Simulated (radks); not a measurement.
Question: These are the eigenvalues of the occupied orbitals of an atom or ion with whole-number occupations (Ry). Method: scalar-relativistic Kohn-Sham, PBE, spin-polarised, spherical densities, point nucleus; computed with a radial shooting solver on a logarithmic mesh with Libxc functionals.

1s: -2738.585
2s: -432.8597
2p: -388.1369
3s: -91.37062
3p: -77.03498
3d: -56.22087
4s: -17.92640
4p: -13.30307
4d: -6.59145
5s: -2.47504
5p: -1.37711
6s: -0.23740

Which element is it, and in what charge state? The configuration may be excited. Open shells, if any, are filled with parallel spins first.

Answer: Z = 56, barium, charge 0: Ba in [Xe] 6s2. The list shows which subshells hold electrons but not how many an open one holds; the 1s level, -1369.3 hartree, gives Z - s = 52.3 by -(Z - s)^2/2, which with screening and relativity narrows Z to a few neighbours, and the depths of the outer levels then fix element, charge and occupations together.
